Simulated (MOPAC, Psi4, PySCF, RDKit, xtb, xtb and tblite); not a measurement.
Torsional profile of SMILES C=Cc1ccc(C=C)s1 (C8H8S). Scanned: dihedral C1–C2–C3–S9; all other coordinates were relaxed at GFN2-xTB. Points at φ and −φ are mirror images.

Geometry of the scan point at 60° (Å):
```
17

C      3.5810    -0.3812     0.2593
C      2.4387    -0.0778     0.8581
C      1.1523    -0.0444     0.1809
C      0.2511     0.9827     0.1439
C     -0.9299     0.6609    -0.5450
C     -0.9601    -0.6297    -1.0062
C     -2.0243    -1.2680    -1.7309
C     -2.0116    -2.5269    -2.1592
S      0.5110    -1.4618    -0.5893
H      4.5202    -0.3634     0.7843
H      3.6078    -0.6973    -0.7706
H      2.4314     0.2705     1.8844
H      0.4478     1.9482     0.5761
H     -1.7394     1.3540    -0.6940
H     -2.8823    -0.6342    -1.9184
H     -1.1663    -3.1713    -1.9814
H     -2.8409    -2.9503    -2.6974
```

Methods: GFN2-xTB (xtb and tblite); MMFF94 // GFN2-xTB (RDKit); B3LYP/def2-SVP // GFN2-xTB (Psi4); B3LYP-D3(BJ)/def2-SVP // GFN2-xTB (Psi4); PBE/def2-SVP // GFN2-xTB (Psi4); PBE-D3(BJ)/def2-SVP // GFN2-xTB (Psi4); UFF // GFN2-xTB (RDKit); PM3, restricted, heats of formation // GFN2-xTB (MOPAC); AM1, restricted, heats of formation // GFN2-xTB (MOPAC); GFN1-xTB // GFN2-xTB (xtb); RKS-B3LYP/6-31G* = restricted B3LYP/6-31G*, spherical d, density fitting // GFN2-xTB run with PySCF; RKS-B3LYP/LANL2DZ = PySCF with restricted B3LYP/LANL2DZ, with its core potentials past Ne // GFN2-xTB; RHF/LANL2DZ = restricted Hartree-Fock/LANL2DZ, with its core potentials past Ne // GFN2-xTB run with PySCF 2.14.0; RKS-B3LYP/3-21G = restricted B3LYP/3-21G, density fitting // GFN2-xTB (PySCF).

Least-squares fit of E(φ) = a0 + Σ (a_n cos nφ + b_n sin nφ), n = 1 to 4, to the 12 scan points, in kJ/mol above the lowest point of each profile (levels whose profile four harmonics don't fit are not listed):

| method | a0 | a1 | b1 | a2 | b2 | a3 | b3 | a4 | b4 | rms of fit |
|---|---|---|---|---|---|---|---|---|---|---|
| GFN2-xTB | 12.07 | -0.87 | 0.00 | -11.52 | 0.00 | -0.74 | 0.00 | 1.09 | 0.00 | 0.08 |
| MMFF94 | 11.68 | 4.09 | 0.00 | -8.35 | 0.00 | 0.57 | 0.00 | 1.41 | 0.00 | 0.14 |
| B3LYP/def2-SVP | 12.89 | -1.42 | 0.00 | -11.69 | 0.00 | -1.00 | 0.00 | 1.26 | 0.00 | 0.08 |
| B3LYP-D3(BJ)/def2-SVP | 13.49 | -1.72 | 0.00 | -11.99 | 0.00 | -1.08 | 0.00 | 1.36 | 0.00 | 0.10 |
| PBE/def2-SVP | 14.31 | -1.55 | 0.00 | -13.22 | 0.00 | -0.90 | 0.00 | 1.44 | 0.00 | 0.13 |
| PBE-D3(BJ)/def2-SVP | 14.57 | -1.67 | 0.00 | -13.36 | 0.00 | -0.95 | 0.00 | 1.49 | 0.00 | 0.15 |
| UFF | 14.31 | -0.90 | 0.00 | -15.58 | 0.00 | -0.11 | 0.00 | 2.81 | 0.00 | 0.43 |
| PM3 | 4.43 | 1.92 | 0.00 | -2.65 | 0.00 | 0.06 | 0.00 | -0.25 | 0.00 | 0.27 |
| AM1 | 4.35 | 0.18 | 0.00 | -4.15 | 0.00 | 0.32 | 0.00 | -0.09 | 0.00 | 0.23 |
| GFN1-xTB | 11.42 | -0.78 | 0.00 | -10.97 | 0.00 | -0.64 | 0.00 | 0.97 | 0.00 | 0.07 |
| RKS-B3LYP/6-31G* | 11.81 | -1.42 | 0.00 | -10.60 | 0.00 | -1.07 | 0.00 | 1.30 | 0.00 | 0.07 |
| RKS-B3LYP/LANL2DZ | 14.22 | -1.86 | 0.00 | -12.19 | 0.00 | -1.22 | 0.00 | 1.08 | 0.00 | 0.06 |
| RHF/LANL2DZ | 10.15 | -1.49 | 0.00 | -7.65 | 0.00 | -1.63 | 0.00 | 0.55 | 0.00 | 0.11 |
| RKS-B3LYP/3-21G | 12.74 | -1.68 | 0.00 | -10.45 | 0.00 | -1.38 | 0.00 | 0.74 | 0.00 | 0.03 |
